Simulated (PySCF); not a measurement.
O3Zr, SMILES [O]1[Zr]([O]1)=[O], multiplicity 1. Atoms are numbered in the order given.

```xyz
4

Zr     0.3117    -0.2631     0.0000
O     -0.8851    -1.5566     0.0000
O     -0.3368     1.4362     0.7464
O     -0.3368     1.4362    -0.7464
```
Charge 0, spin multiplicity 1.

Geometry: B3LYP-D3(BJ)/def2-TZVP. The spin state was assumed, not searched. The def2 effective core potentials stand for the cores of Zr; spin–orbit coupling is left out.

Calculation: PySCF with PBE/def2-TZVPD.

Mulliken values depend strongly on the basis, most of all with diffuse functions as here. ESP charges are fitted to the potential on shells at 1.4 to 2.0 van der Waals radii. Atomic charges (e):

| atom | Mulliken | ESP fit |
|---|---|---|
| Zr1 | 1.55 | 1.51 |
| O2 | -0.72 | -0.72 |
| O3 | -0.42 | -0.39 |
| O4 | -0.42 | -0.39 |
